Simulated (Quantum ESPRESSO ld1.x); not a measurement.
Values are calculated unless marked as measured or tabulated.
Species: Re4+. Configuration: [Xe] 4f14 5d3.

Level of theory: Dirac Kohn-Sham, PBE, spin-unpolarised, spherical densities, point nucleus; open shells fill j = l - 1/2 first (ld1.x of Quantum ESPRESSO 7.5).

Energy parts (eV):
| part | energy |
|---|---|
| total | -454824 |
| kinetic | 514498 |
| electron-nucleus | -1134878 |
| Hartree | 174579 |
| exchange-correlation | -9024 |

Orbitals (lengths in bohr, moments of r in powers of bohr; r(max) is where P^2 peaks):
orbital,occ.,eigenvalue (eV),r(max)
1s1/2,2,-71607.8,0.01123
2s1/2,2,-12443.2,0.06471
2p1/2,2,-11906.7,0.04802
2p3/2,4,-10466.8,0.05496
3s1/2,2,-2914.70,0.1822
3p1/2,2,-2675.58,0.1705
3p3/2,4,-2362.88,0.1847
3d3/2,4,-1962.04,0.1445
3d5/2,6,-1894.17,0.1485
4s1/2,2,-643.325,0.4130
4p1/2,2,-543.615,0.4125
4p3/2,4,-470.668,0.4423
4d3/2,4,-307.163,0.4382
4d5/2,6,-293.686,0.4475
5s1/2,2,-128.893,0.9370
5p1/2,2,-98.4553,1.000
4f5/2,6,-87.8731,0.4144
5p3/2,4,-87.1040,1.080
4f7/2,8,-85.3550,0.4192
5d3/2,3,-46.3028,1.328
5d5/2,0,-45.0714,1.361

The highest occupied level is 5d3/2 at -46.303 eV. The density falls to 0.001 e/bohr^3 at r = 3.17 bohr.
